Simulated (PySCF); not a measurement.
Work out the structure from these simulated measurements.

Elements present: C, Cl, H and N. Monoisotopic mass: 159.0563 u.

| Quantity | Value |
| --- | --- |
| NMR, other nuclei | isotropic shieldings of nuclei other than C and H, by class: -89 (1 N), -71 (1 N), -15 (1 N), 775 (1 Cl) ppm [GIAO PBE/pcSseg-1] |
| Polarisability | 105.9 au [CAM-B3LYP/def2-SVPD] |
| Triplet | lowest triplet excitation (Tamm–Dancoff): 4.56 eV [TDA CAM-B3LYP/def2-SVPD] |
| 13C NMR | chemical shifts (computed TMS as zero) by class: 142.6 (1 C), 139.6 (1 C), 61.0 (1 C), 24.0 (2 C), 11.4 (1 C) ppm [GIAO PBE/pcSseg-1] |
| Valence photoelectron | vertical ionisation energy: 9.01 eV [ΔSCF CAM-B3LYP/def2-SVPD] |
| Rotational structure | rotational constants A, B, C: 2.005, 0.715, 0.597 GHz [PBE0-D3(BJ)/def2-SVP] |
| 1H NMR | chemical shifts (computed TMS as zero) by class: 4.32 (1 H), 2.22 (3 H), 1.38 (6 H) ppm [GIAO PBE/pcSseg-1] |

Gas-phase values; electronic properties from PySCF, density fitting. Levels stand in brackets. NMR shifts are as computed; neighbouring signals can stand in another order in a measured spectrum. One conformer (not necessarily the lowest) at the PBE0-D3(BJ)/def2-SVP geometry, without solvent, vibrations or thermal averaging. NMR values are class means; diastereotopic atoms form classes of their own.

Problem. Which formula fits the mass and the elements?

Solution. C6H10ClN3 (calculated 159.0563). No other formula that holds each of these elements comes within 0.0003 u with a fitting electron parity and a possible valence count.

Problem. Propose a structure and show how it fits.

Solution. Numbering: `[CH3:1][c:2]1[n:3][n:4]([CH:5]([CH3:6])[CH3:7])[n:8][c:9]1[Cl:10]`. Its formula, C6H10ClN3, gives 3 degrees of unsaturation: 1 ring and 2 π bonds in the structure found (Kekulé form). 6 carbons fall into 5 classes; from least to most shielded: aromatic C–Cl carbon [C9] (142.6 ppm), substituted aromatic carbon [C2] (139.6 ppm), chain sp3 carbon bound to nitrogen [C5] (61.0 ppm), methyl carbon [C6/C7] (24.0 ppm, 2 C), benzylic-type carbon [C1] (11.4 ppm). Hydrogen classes from least to most shielded: 1 H on an sp3 carbon bound to nitrogen, C5 (4.32 ppm), 3 H on a benzylic-type carbon, C1 (2.22 ppm), 6 H on 2 methyl carbons, C6/C7 (1.38 ppm, a mean of values up to 0.7 ppm apart in this geometry). The other shieldings belong to: -89 ppm, pyridine-type nitrogen [N3]; -71 ppm, pyridine-type nitrogen [N8]; -15 ppm, pyrrole-type nitrogen [N4]; 775 ppm, aryl chlorine [Cl10]. The first electron is taken from the HOMO, whose largest Löwdin shares are 0.21 on the pyrrole-type nitrogen, 0.20 on the aromatic C–Cl carbon, 0.20 on the aryl chlorine and 0.17 on the substituted aromatic carbon. By its constants the optimised geometry is an asymmetric top. Structure: `Cc1nn(C(C)C)nc1Cl`. The assignments are read from this structure; whether some other isomer fits the data as well wasn't checked.

Conformer computed: `[CH3:1][c:2]1[n:3][n:4]([CH:5]([CH3:6])[CH3:7])[n:8][c:9]1[Cl:10]`: N3–N4–C5–C6 -119°.
